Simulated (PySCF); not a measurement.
## r2SCAN on S (sulfur, neutral)

Configuration: [Ne] 3s1 3p4 4s1, high-spin 5P determinant (an excited configuration). All numbers are calculated (PySCF 2.14, the spin-free X2C one-electron Hamiltonian (Gaussian nucleus), in aug-cc-pVTZ-DK).

| Property | Result |
| --- | --- |
| Total energy | -398.5573 hartree |
| One-electron energy | -546.8215 hartree |
| Hartree (Coulomb) energy | 173.8031 hartree |
| Exchange-correlation energy | -25.5389 hartree |
| ⟨S²⟩ | 6.0061 |
| ⟨L²⟩ | 2.033 |
| Sum of ⟨r⟩ | 17.70 bohr |
| Sum of ⟨r²⟩ | 46.04 bohr² |
| Traceless quadrupole moment −½Σ⟨3z² − r²⟩ along its main axis | -0.922 e·bohr² |
| Langevin diamagnetic susceptibility | -36.5 ×10⁻⁶ cm³/mol |

```csv
shell,electrons,mean orbital energy (eV),spread (eV),"rms radius, mean of both spins (bohr)"
1s α,1,-2426.2,0,0.112
1s β,1,-2425.5,0,0.112
2s α,1,-223.57,0,0.520
2s β,1,-223.02,0,0.520
2p α,3,-166.46,0.559,0.493
2p β,3,-165.63,0.173,0.493
3s α,1,-24.876,0,1.74
3p α,3,-13.227,1.516,2.07
3p β,1,-9.845,0,2.07
4s α,1,-1.740,0,4.88
```

The outer electron is Rydberg-like, and this basis confines it to a smaller radius and binds it less than a complete one would.

Densities and radii are taken from the X2C orbitals without a picture-change correction, which distorts them close to the nucleus.
